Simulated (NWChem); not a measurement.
Species: C3H6O2; SMILES OC1COC1

```xyz
11

O     -0.0388    -1.7354    -0.3244
C      0.0268    -0.5456     0.4178
C     -1.0280     0.4987     0.0176
O     -0.0274     1.5310    -0.1036
C      1.0314     0.5579    -0.0063
H      0.5958    -2.3656     0.0608
H      0.0460    -0.7340     1.5165
H     -1.5042     0.2361    -0.9569
H     -1.8190     0.7544     0.7561
H      1.4997     0.3246    -0.9928
H      1.8213     0.8613     0.7168
```
Atoms are numbered in this order, from 1.

Level: PBE-D3(BJ)/def2-SVP (NWChem), optimised geometry, unscaled harmonic frequencies. 

Task: List the harmonic frequencies with IR intensities, and the thermochemistry.

Result: 
```tsv
frequency (cm⁻¹)	IR intensity (km/mol)
107	1.9
255	116.2
368	6.9
445	7.8
677	0.8
850	1.8
871	12.8
975	14.2
991	5.0
1025	101.8
1067	58.0
1118	1.5
1128	16.8
1161	25.7
1197	46.6
1241	7.1
1262	46.5
1297	0.8
1402	7.3
1425	0.8
1458	6.6
2918	97.8
2936	22.9
2941	37.0
2993	49.8
3005	52.6
3717	28.4
```

```yaml
zero_point_energy: 55.5 kcal/mol
thermal correction to the enthalpy at 298.15 K (with zero-point energy): 59.3 kcal/mol
heat capacity Cv: 17.7 cal/(mol K)
entropy at 298.15 K and 1 atm (symmetry number 1): 72.1 cal/(mol K)
dipole_moment: 2.56 D
```

Rigid rotor and harmonic oscillator.
